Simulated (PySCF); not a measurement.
**Yb⁺ (ytterbium, charge +1): r2SCAN calculation**

Configuration: [Xe] 4f14 6p1, 2P determinant (an excited configuration). All numbers are calculated (PySCF 2.14, the spin-free X2C one-electron Hamiltonian (Gaussian nucleus), in cc-pVDZ-X2C (8s7p5d3f1g, 84 functions)).

```json
{"Total energy": "-14059.27 hartree", "One-electron energy": "-19284.21 hartree", "Hartree (Coulomb) energy": "5522.48 hartree", "Exchange-correlation energy": "-297.54 hartree", "⟨S²⟩": "0.7502", "⟨L²⟩": "2.009", "Sum of ⟨r⟩": "40.62 bohr", "Sum of ⟨r²⟩": "60.65 bohr²", "Traceless quadrupole moment −½Σ⟨3z² − r²⟩ along its main axis": "-9.98 e·bohr²", "Langevin diamagnetic susceptibility": "-48.0 ×10⁻⁶ cm³/mol", "Time after the integrals": "roughly 6 core-seconds"}
```

```
shell  electrons  mean orbital energy (eV)  spread (eV)  rms radius, mean of both spins (bohr)
 1s α          1                  -61140.7            0                                 0.0223
 1s β          1                  -61140.7            0                                 0.0223
 2s α          1                  -10389.2            0                                 0.0901
 2s β          1                  -10389.2            0                                 0.0901
 2p α          3                   -9179.2        0.009                                 0.0815
 2p β          3                   -9179.2        0.021                                 0.0815
 3s β          1                   -2357.7            0                                  0.231
 3s α          1                   -2357.7            0                                  0.231
 3p β          3                   -1989.2        0.041                                  0.232
 3p α          3                   -1989.2        0.035                                  0.232
 3d α          5                   -1528.4        0.031                                  0.212
 3d β          5                   -1528.4        0.037                                  0.212
 4s α          1                   -474.19            0                                  0.519
 4s β          1                   -474.18            0                                  0.519
 4p α          3                   -352.09        0.071                                  0.552
 4p β          3                   -352.09        0.086                                  0.552
 4d α          5                   -187.84        0.073                                  0.605
 4d β          5                   -187.83        0.090                                  0.605
 5s α          1                   -64.089            0                                   1.29
 5s β          1                   -64.046            0                                   1.29
 5p α          3                   -36.331        0.273                                   1.54
 5p β          3                   -36.315        0.289                                   1.54
 4f α          7                   -10.192        0.098                                  0.920
 4f β          7                   -10.165        0.137                                  0.920
 6p α          1                    -6.785            0                                   4.93
```

Spin-orbit coupling, absent here, splits the open shell strongly.

Densities and radii are taken from the X2C orbitals without a picture-change correction, which distorts them close to the nucleus.
